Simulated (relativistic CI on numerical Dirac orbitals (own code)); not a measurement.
Slater and spin-orbit integrals, Lu⁴⁹⁺

Method of calculation: Dirac-Coulomb-Breit CI, KLI orbitals optimised for each configuration, QED by a radiative potential, unscaled Slater integrals (own radial code, finite nucleus).

Slater integrals F^k, G^k are unscaled and averaged over j, outside the closed core [Ne]; ζ comes from projecting the Hamiltonian with its Breit term on Σ l·s of the shell.

- 3s2.3p6.3d4: F^2(3d,3d) = 576520, F^4(3d,3d) = 372580, ζ(3d) = 193320 cm⁻¹; <r>(3d) = 0.1774, <r^2>(3d) = 0.03646 (bohr units).
- 3s2.3p5.3d5: ζ(3p) = 1.4434e+06, F^2(3d,3d) = 575670, F^4(3d,3d) = 372010, F^2(3p,3d) = 497070, G^1(3p,3d) = 526840, G^3(3p,3d) = 352470, ζ(3d) = 191720 cm⁻¹; <r>(3p) = 0.1988, <r^2>(3p) = 0.04578, <r>(3d) = 0.1777, <r^2>(3d) = 0.03656 (bohr units).
- 3s.3p6.3d5: F^2(3d,3d) = 575380, F^4(3d,3d) = 371820, G^2(3s,3d) = 404200, ζ(3d) = 192580 cm⁻¹; <r>(3s) = 0.2019, <r^2>(3s) = 0.04661, <r>(3d) = 0.1778, <r^2>(3d) = 0.03659 (bohr units).

(1) Give the Racah parameters of the d shell in 3s2.3p6.3d4.

Averages of the first 10 configurations, taken without configuration mixing, which lowers the lowest level and can move excited configurations by several eV; other configurations of the list can lie among them:

| Configuration | Parity | States | Average energy above the lowest level (eV) |
| --- | --- | --- | --- |
| 3s2.3p6.3d4 | even | 210 | 151.7 |
| 3s2.3p5.3d5 | odd | 1512 | 576.1 |
| 3s.3p6.3d5 | even | 504 | 968.9 |
| 3s2.3p6.3d3.4s | even | 240 | 1875.9 |
| 3s2.3p6.3d3.4p | odd | 720 | 2024.8 |
| 3s2.3p6.3d3.4d | even | 1200 | 2191.7 |
| 3s2.3p5.3d4.4s | odd | 2520 | 2290.4 |
| 3s2.3p6.3d3.4f | odd | 1680 | 2321.3 |
| 3s.3p6.3d4.4s | even | 840 | 2685.4 |
| 3p6.3d5.4p | odd | 1512 | 3651.0 |

Results:

(1) B = F²/49 − 5F⁴/441 = 7541 cm⁻¹ and C = 35F⁴/441 = 29570 cm⁻¹.
